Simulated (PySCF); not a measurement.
phosphorus nitride (NP), SMILES N#P. Heavy atoms are numbered as in [N:1]#[P:2].

Geometry: B3LYP-D3(BJ)/def2-TZVPD.

Calculation: HF/pcSseg-2 (PySCF).

GIAO shieldings, no solvent; atoms alike by connectivity are averaged. δ = σ(ref) − σ: ¹⁵N against NH3 (σ = 262.2 ppm); ³¹P against PH3 (σ = 583.3 ppm), references at their B3LYP-D3(BJ)/def2-TZVP geometries, non-relativistic.

| nucleus | atoms | count | δ (ppm) |
|---|---|---|---|
| ¹⁵N | N1 | 1 | 742.0 |
| ³¹P | P2 | 1 | 665.9 |
